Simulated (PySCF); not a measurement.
SnI, SMILES [I][Sn] (connectivity only; charge and spin as stated), neutral, multiplicity 2. Atoms are numbered in the order given.

```xyz
2

Sn     0.0000     0.0000    -1.4135
I      0.0000     0.0000     1.3335
```
Charge 0, spin multiplicity 2.

Geometry: B3LYP-D3(BJ)/def2-TZVP. The multiplicity is an assumed one; other spin states were not compared. The def2 effective core potentials stand for the cores of I, Sn; spin–orbit coupling is left out.

Computed with PySCF with M06-2X/def2-TZVPD.

Gas-phase values at a fixed geometry.

```yaml
total_energy: -511.90614 hartree
point_group: C∞v
"α spin, highest occupied and lowest empty level": -6.01 and -2.41 eV
"β spin, highest occupied and lowest empty level": -8.56 and -2.23 eV
dipole_moment: 2.91 D
"⟨S²⟩": 0.758 (pure state 0.75)
```
